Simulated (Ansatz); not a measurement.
Born–Oppenheimer molecular dynamics of C2H9NOSi (14 atoms, charge 0, multiplicity 1). It starts from a relaxed structure.

The calculation used Ansatz 0.2.0, RKS PBE0-D4/6-31G.

```yaml
ensemble: NVE (velocity Verlet)
time_step: 0.5 fs
steps_asked: 153
starting_velocities_drawn_for: 700 K
seed: 81755
```

First frame:

```xyz
14
Properties=species:S:1:pos:R:3
Si -0.086 0.044 -0.198
O -0.477 0.202 1.480
H -0.277 -0.474 2.143
N 1.608 0.006 -0.657
C 2.353 -1.231 -0.818
H 1.669 -2.084 -0.861
H 2.928 -1.213 -1.756
H 3.065 -1.402 0.005
C 2.416 1.214 -0.713
H 2.994 1.246 -1.647
H 1.773 2.099 -0.680
H 3.126 1.279 0.126
H -0.691 1.287 -0.762
H -0.648 -1.253 -0.720
```

Problem. How far do the bonds stretch over the last three quarters of this one trajectory? (Pairs bonded in most of those frames.)

Solution. 
```tsv
bond	mean (Å)	spread (Å)	shortest	longest
Si1–O2	1.733	0.021	1.70	1.76
Si1–N4	1.765	0.025	1.71	1.81
Si1–H13	1.499	0.036	1.44	1.55
Si1–H14	1.509	0.012	1.49	1.53
O2–H3	0.968	0.010	0.95	0.99
N4–C5	1.467	0.020	1.44	1.50
N4–C9	1.462	0.023	1.42	1.50
C5–H6	1.095	0.009	1.08	1.11
C5–H7	1.106	0.022	1.07	1.14
C5–H8	1.105	0.027	1.06	1.15
C9–H10	1.100	0.036	1.05	1.16
C9–H11	1.101	0.044	1.04	1.17
C9–H12	1.103	0.041	1.04	1.17
```

Mean temperature of the second half: 322 K. The conserved energy stayed within 0.37 meV per atom of its start (net change 0.066 meV per atom), so the integration is sound. Over the second half the temperature averaged 0.46 of the 700 K drawn at the start: a run that starts near a minimum puts about half its kinetic energy into the potential. A run of 0.076 ps of so small a system gives no equilibrium averages. Limits of this set-up: no polarisation functions.

Time of the run: 12 min on 1 thread of AMD EPYC 7R43 64-Core Processor (Zen 3) (shared host), peak memory 0.17 GiB.
